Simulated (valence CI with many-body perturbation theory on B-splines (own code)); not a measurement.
# Pb⁴⁹⁺: calculated level list

Computed by valence CI with perturbative core correlation (CI+MBPT): five valence electrons over a frozen Dirac-Fock core [Ar] 3d10, a basis of 11 s, 11 p, 10 d, 8 f, 5 g, 2 h functions for each j, with the one-electron correlation potential Σ1 (screened to all orders), the two-electron term Σ2, the three-electron term Σ3, Breit, model QED; selected single and double excitations, second order for the rest, scaled by the run's own slope (own B-spline code, finite nucleus).

No measured spectrum was set against this ion. As an estimate, large intervals hold to a few tenths of a per cent, small ones and those within an open d or f shell to about a per cent. Among the levels kept, up to 2200 cm⁻¹ of a level comes from second order outside the variational space, and about a tenth of that is noise between levels of different J, which matters for small intervals.

Levels 136 to 175 of 175, with energies above the lowest level, (4s^2 4p1/2^2 4p3/2) J=3/2. "Leading %" is the weight of the configuration and term that name the level; weights of strongly mixed levels are sums over their largest components and can fall short, so below about 35 % the name and the second component can differ from the true leading terms, or belong to a minority configuration. In the jj column 3d3/2^4 stands for four electrons in 3d with j = 3/2.

```tsv
No.	Configuration	Term	J	E (eV)	Leading %	g	Second component	Leading jj
136	4s 4p3 4d	2D°	5/2	691.30	48	1.249	17 % 4s 4p3 4d 4P°	4s 4p1/2 4p3/2^2 4d5/2 (89 %)
137	4s 4p2 4d2	4H	7/2	693.20	21	0.937	18 % 4s 4p2 4d2 2G	4s 4p1/2^2 4d3/2 4d5/2 (78 %)
138	4s 4p2 4d2	2F	5/2	695.66	25	1.074	14 % 4s 4p2 4d2 4G	4s 4p1/2^2 4d3/2 4d5/2 (89 %)
139	4s 4p3 4d	2S°	1/2	695.68	42	1.163	26 % 4s 4p3 4d 2P°	4s 4p1/2 4p3/2^2 4d5/2 (89 %)
140	4s 4p3 4d	2D°	3/2	695.72	42	1.076	9 % 4s 4p3 4d 4D°	4s 4p1/2 4p3/2^2 4d5/2 (88 %)
141	4s 4p2 4d2	4F	3/2	696.14	19	1.049	10 % 4s 4p2 4d2 2P	4s 4p1/2^2 4d3/2 4d5/2 (78 %)
142	4s 4p2 4d2	2P	1/2	701.84	34	1.202	21 % 4s 4p2 4d2 4D	4s 4p1/2^2 4d3/2 4d5/2 (90 %)
143	4s 4p3 4d	2F°	5/2	701.99	35	1.044	26 % 4s 4p3 4d 2D°	4s 4p1/2 4p3/2^2 4d5/2 (88 %)
144	4s 4p3 4d	2D°	3/2	704.41	33	1.148	23 % 4s 4p3 4d 2P°	4s 4p1/2 4p3/2^2 4d5/2 (84 %)
145	4s 4p3 4f	4F	7/2	705.45	25	1.143	15 % 4s 4p3 4f 6F	4s 4p1/2^2 4p3/2 4f5/2 (84 %)
146	4s 4p3 4f	4F	5/2	706.64	26	1.066	20 % 4s 4p3 4f 6F	4s 4p1/2^2 4p3/2 4f5/2 (88 %)
147	4s 4p3 4f	4D	3/2	708.97	31	0.988	27 % 4s 4p3 4f 6F	4s 4p1/2^2 4p3/2 4f5/2 (86 %)
148	4s 4p3 4f	4D	1/2	709.49	54	-0.084	30 % 4s 4p3 4f 6F	4s 4p1/2^2 4p3/2 4f5/2 (96 %)
149	4s 4p3 4f	4F	9/2	710.85	27	1.258	26 % 4s 4p3 4f 6F	4s 4p1/2^2 4p3/2 4f7/2 (50 %)
150	4s2 4p 4d2	4F°	3/2	715.08	26	0.899	25 % 4s2 4p 4d2 4D°	4s^2 4p3/2 4d3/2^2 (83 %)
151	4s 4p3 4f	4G	11/2	715.55	48	1.285	29 % 4s 4p3 4f 6F	4s 4p1/2^2 4p3/2 4f7/2 (96 %)
152	4s2 4p 4d2	4D°	1/2	715.98	64	0.271	20 % 4s2 4p 4d2 2P°	4s^2 4p3/2 4d3/2^2 (87 %)
153	4s2 4p 4d2	4F°	5/2	716.11	33	1.006	17 % 4s2 4p 4d2 2F°	4s^2 4p3/2 4d3/2^2 (84 %)
154	4s2 4p 4d2	2G°	7/2	716.24	30	1.060	24 % 4s2 4p 4d2 2F°	4s^2 4p3/2 4d3/2^2 (88 %)
155	4s 4p3 4f	2F	7/2	716.41	26	1.187	12 % 4s 4p3 4f 6F	4s 4p1/2^2 4p3/2 4f7/2 (80 %)
156	4s 4p3 4f	2G	9/2	716.63	15	1.258	15 % 4s 4p2 4d2 4F	4s 4p1/2^2 4d5/2^2 (47 %)
157	4s 4p3 4f	2F	5/2	718.86	26	0.984	23 % 4s 4p3 4f 4F	4s 4p1/2^2 4p3/2 4f7/2 (52 %)
158	4s 4p3 4f	2F	5/2	723.55	21	1.052	15 % 4s 4p3 4f 2D	4s 4p1/2^2 4p3/2 4f5/2 (40 %)
159	4s2 4p 4d2	2P°	3/2	725.19	28	1.396	18 % 4s2 4p 4d2 4P°	4s^2 4p3/2 4d3/2^2 (85 %)
160	4s 4p3 4f	4F	3/2	725.77	26	0.827	21 % 4s 4p3 4f 2D	4s 4p1/2^2 4p3/2 4f5/2 (74 %)
161	4s 4p3 4f	4H	7/2	726.64	15	1.031	13 % 4s 4p3 4f 2G	4s 4p1/2^2 4p3/2 4f5/2 (58 %)
162	4s 4p3 4f	2D	3/2	727.87	36	0.866	19 % 4s 4p3 4f 4F	4s 4p1/2^2 4p3/2 4f7/2 (65 %)
163	4s 4p3 4f	2F	7/2	730.93	18	1.123	10 % 4s 4p2 4d2 2F	4s 4p1/2^2 4p3/2 4f7/2 (51 %)
164	4s 4p3 4f	2D	5/2	732.28	9	1.270	9 % 4s 4p2 4d2 2D	4s 4p1/2^2 4d5/2^2 (58 %)
165	4s 4p3 4f	2G	9/2	733.49	34	1.120	18 % 4s 4p3 4f 2H	4s 4p1/2^2 4p3/2 4f7/2 (73 %)
166	4s2 4p 4d2	4G°	9/2	735.94	52	1.182	20 % 4s2 4p 4d2 4F°	4s^2 4p3/2 4d3/2 4d5/2 (92 %)
167	4s2 4p 4d2	2F°	7/2	737.42	29	1.205	27 % 4s2 4p 4d2 4F°	4s^2 4p3/2 4d3/2 4d5/2 (89 %)
168	4s 4p3 4f	2G	9/2	739.08	9	1.194	9 % 4s 4p3 4f 4F	4s 4p1/2^2 4p3/2 4f7/2 (43 %)
169	4s2 4p 4d2	4P°	5/2	740.75	44	1.410	31 % 4s2 4p 4d2 4D°	4s^2 4p3/2 4d3/2 4d5/2 (92 %)
170	4s2 4p 4d2	2H°	11/2	741.03	53	1.169	43 % 4s2 4p 4d2 4G°	4s^2 4p3/2 4d3/2 4d5/2 (90 %)
171	4s2 4p 4d2	2F°	5/2	741.62	36	1.060	26 % 4s2 4p 4d2 4D°	4s^2 4p3/2 4d3/2 4d5/2 (79 %)
172	4s2 4p 4d2	4D°	3/2	741.75	38	1.169	24 % 4s2 4p 4d2 2D°	4s^2 4p3/2 4d3/2 4d5/2 (82 %)
173	4s2 4p 4d2	2S°	1/2	742.66	38	1.705	23 % 4s2 4p 4d2 4P°	4s^2 4p3/2 4d3/2 4d5/2 (85 %)
174	4s2 4p 4d2	2F°	7/2	743.14	29	1.115	26 % 4s2 4p 4d2 2G°	4s^2 4p3/2 4d3/2 4d5/2 (79 %)
175	4s 4p3 4f	2D	5/2	744.13	17	1.223	10 % 4s 4p3 4f 4P	4s 4p1/2^2 4p3/2 4f7/2 (66 %)
```

Where two levels of one J and parity lie close, their mixing, g and order are uncertain.
